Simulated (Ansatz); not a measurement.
Isomers of C₂H₆FNSi, relaxed with PBE0-D4/def2-TZVP in Ansatz; electronic energies, one conformer each and not always the lowest. Functionals use def2-TZVPP; CBS adds triple-zeta CCSD(T) − MP2 to the MP2 limit of def2-TZVPP and def2-QZVPP.

**Question.** Order them by energy at frozen-core CCSD(T)/CBS, lowest first. (Best estimate.)
A. `C[SiH2]/N=C/F`
B. `CN1[SiH2]C1F`
C. `FC/C=N\[SiH3]`
D. `C=C(F)N[SiH3]`
E. `CN(C)[Si]F`
F. `FC1NC[SiH2]1`
G. `N/C(F)=C/[SiH3]`

**Answer.** E (0.0 kJ/mol), A (113.3 kJ/mol), D (172.3 kJ/mol), G (210.4 kJ/mol), C (217.3 kJ/mol), F (263.9 kJ/mol), B (286.9 kJ/mol).

**Question.** How do B2PLYP, B3LYP-D4, r2SCAN-D4, ωB97M-V place them (kJ/mol, against `CN(C)[Si]F`)? (Best estimate.)

**Answer.** The calculation gave: 
```tsv
isomer	B2PLYP	B3LYP-D4	r2SCAN-D4	ωB97M-V
`CN1[SiH2]C1F`	283.3	281.9	263.4	283.7
`FC/C=N\[SiH3]`	210.9	209.3	203.6	219.3
`C=C(F)N[SiH3]`	165.0	163.0	150.3	170.4
`FC1NC[SiH2]1`	266.8	266.2	247.4	259.8
`N/C(F)=C/[SiH3]`	202.6	200.3	182.4	206.3
`C[SiH2]/N=C/F`	104.0	106.6	92.1	112.0
```

B3LYP here is the variant with VWN-RPA as its local correlation; programs differ in this.
